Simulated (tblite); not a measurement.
Q: What does the GFN2-xTB structure of `C=C([CH]/C=C/Cl)C(N)=O` [radical] look like in three dimensions? (Doublet state.)

A: 
```
atom  x, y, z in Å
C1     0.7221   -2.3099    0.1258
C2     0.4542   -0.9845    0.0410
C3    -0.8086   -0.4416    0.3739
C4    -1.1906    0.8881    0.1923
C5    -2.4270    1.3501    0.5217
Cl6   -2.8856    2.9745    0.2854
C7     1.5618   -0.0902   -0.4509
N8     1.8887    0.9041    0.4117
O9     2.1328   -0.2519   -1.5042
H10    1.6825   -2.6987   -0.1607
H11   -0.0195   -3.0129    0.4648
H12   -1.5492   -1.1307    0.7578
H13   -0.4814    1.5792   -0.2418
H14   -3.1926    0.7232    0.9505
H15    1.4490    0.9964    1.3095
H16    2.6557    1.5139    0.1794
```

Any rigid rotation of these coordinates is as good. Atoms count from 1 in this order. C7 (carbon bonded to C, N and O) is planar (angles 123.5°, 122.6° and 113.9°, sum 360.0°, 0.01 Å off the plane of its three neighbours). C5 (carbon bonded to C, Cl and H) is planar (angles 123.0°, 122.3° and 114.7°, sum 360.0°, 0.00 Å off the plane of its three neighbours). N8 (nitrogen bonded to C and 2 H) is planar (angles 122.0°, 119.0° and 118.7°, sum 359.7°, 0.03 Å off the plane of its three neighbours). C3 (carbon bonded to 2 C and H) is planar (angles 125.4°, 117.8° and 116.8°, sum 359.9°, 0.02 Å off the plane of its three neighbours).

Bonds between heavy atoms (Å): C1=C2 1.355, C2–C3 1.414, C3–C4 1.395, C4=C5 1.360, C5–Cl6 1.704, C2–C7 1.506, C7–N8 1.356, C7=O9 1.209.

Computed geometry: GFN2-xTB, gas phase. This method treats the open shell by occupation alone, without spin polarisation.

Point group: C1 (no symmetry element, even within 0.4 Å). Its GFN2-xTB frequencies are all real (lowest 40 cm⁻¹). Torsions: C1–C2–C3–C4 -174°, C2–C3–C4–C5 179°, C1–C2–C7–N8 -123°, C2–C7–N8–H 2° and 177°. 3 starts were optimised and ended at 0.00, 0.74 and 3.82 kcal/mol (GFN2-xTB); the lowest of these is shown.

One conformer stands for the species.
